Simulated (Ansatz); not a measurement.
Consider the hydrogenolysis of the Al–F bond: `[F][Al]1[CH2][SiH2][CH2]1` + H₂ → `[CH2]1[AlH][CH2][SiH2]1` + H–F.

Calculated with Ansatz (gas phase, PBE0-D4/def2-TZVP geometries, no zero-point term in ΔE). CCSD(T)/CBS adds triple-zeta CCSD(T) − MP2 to the extrapolated MP2 energy (def2 sets, frozen cores). This one scheme is used for every species. DFT in def2-TZVPP. B3LYP here is the variant with VWN-RPA as its local correlation; programs differ in this.

| level | ΔE (kcal/mol) |
| --- | --- |
| PBE-D4 | 41.0 |
| r2SCAN-D4 | 43.6 |
| PBE0-D4 | 39.9 |
| PBE0 | 39.8 |
| B3LYP | 42.5 |
| CCSD/def2-TZVPP | 40.9 |
| HF/CBS(def2) | 40.1 |
| CCSD/CBS(def2) | 41.0 |

(1) What does CCSD(T)/CBS give? (An estimate is asked.)

Largest T1 diagnostic among the species: 0.012.

Answers

(1) Computed: +41.5 kcal/mol. The listed levels differ from it by -0.5, 2.1, -1.6, -1.7, 1.0, -0.6, -1.4, -0.5 kcal/mol.

From PBE to PBE0 (25 % exact exchange), in def2-TZVPP and without D4, ΔE moves by −1.1 kcal/mol. In def2-TZVPP, CCSD(T) changes the Hartree–Fock value by +1.6 kcal/mol (the triples alone add +0.5 kcal/mol) and MP2 by +3.0 kcal/mol.
